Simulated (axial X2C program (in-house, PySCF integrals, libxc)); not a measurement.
**SnCN: properties at the nuclei**

Computed with an in-house all-electron X2C program for linear molecules (integrals from PySCF): two-component X2C with atomic mean-field Coulomb and Gaunt terms, Gaussian nuclei, basis Sn dyall-v3z, C dyall-v3z, N dyall-av3z with contracted cores.

Sn–C–N held linear, with bonds 2.163 and 1.159 Å (near the PBE0 minimum at charge 0 of the determinant lowest at the starting distance; the state shown can have its own minimum elsewhere, held linear; other orders of the atoms were not compared).

Determinant lowest in the PBE0 search, Ω = 1/2 (⟨Sz⟩ = -0.50, ⟨Lz⟩ = 1.00 at PBE0), spin on the atoms Sn -0.50, C 0.05, N -0.05:

```tsv
level	Eeff magnitude (GV/cm)	Ws magnitude Sn (kHz)	A∥/gI Sn (MHz)	qzz Sn (a.u.)	A∥/gI C (MHz)	qzz C (a.u.)	A∥/gI N (MHz)	qzz N (a.u.)	μ (D)
PBE0	0.436	0.531	2620	-2.68	19	-0.50	56	-1.15	-4.60
HF	0.489	0.508	2380	-2.65	38.5	-0.59	41.3	-1.31	-4.71
TPSSh	0.309	0.386	2590	-2.58	19	-0.50	56.5	-1.13	-4.52
```

Determinant 0.29 eV from it at PBE0 and this distance, Ω = 3/2 (⟨Sz⟩ = 0.50, ⟨Lz⟩ = 1.00 at PBE0), spin on the atoms Sn 0.50, C -0.05, N 0.05:

```csv
level,Eeff magnitude (GV/cm),Ws magnitude Sn (kHz),A∥/gI Sn (MHz),qzz Sn (a.u.),A∥/gI C (MHz),qzz C (a.u.),A∥/gI N (MHz),qzz N (a.u.),μ (D)
PBE0,1.68,0.623,294,-3.26,-5.43,-0.50,13.2,-1.15,-4.56
HF,5.84,2.23,316,-3.23,-15,-0.59,15.6,-1.31,-4.67
TPSSh,1.57,0.577,295,-3.14,-4.04,-0.49,13.2,-1.13,-4.48
```

Eeff is the effective electric field on the electron electric dipole moment in this Ω state and Ws the scalar–pseudoscalar constant of the nucleus named (defined with the proton number Z and per Ω); A∥ (defined per Ω) follows by multiplying with gI = μI/(I μN); qzz is the electric field gradient, eQq0 = 234.96 MHz × Q/barn × qzz; μ is positive if the N end (last atom) is positive. The operators were transformed with the bare-nucleus X2C matrices; with these basis sets, hyperfine constants and field gradients can be off by tens of per cent, and where levels differ in sign neither size nor sign is settled.

(1) With gI(119Sn) = -2.0946, gI(14N) = 0.4038, Q(14N) = 0.02044 barn (g factors from the IAEA table of nuclear moments by Stone; Q from Pyykkö, Mol. Phys. 2018), turn the PBE0 values of the first state into constants in MHz.

The molecule was held linear; bending was not examined, so a bent shape may lie lower.

Each state is one determinant with collinear spin. Unrestricted Hartree–Fock can overshoot spin polarisation at the nuclei. In the state Ω = 1/2 the sign of Eeff differs between levels (HF against PBE0). Where Eeff spreads by more than a factor of two the levels disagree and none is to be relied on. The search compared states at one distance, so a state with another bond length can lie lower. The sign of Ws at Sn differs between levels in the first state. Where a field gradient or hyperfine factor spreads by more than a factor of two over the levels, a constant derived from it is not to be relied on. PBE0 term energies can be off by some tenths of an eV.

## Answers

(1) A∥(119Sn) = 2620 × -2.0946 = -5490 MHz; A∥(14N) = 56 × 0.4038 = 22.6 MHz; eQq0(14N) = 234.96 × (0.02044) × (-1.15) = -5.52 MHz.
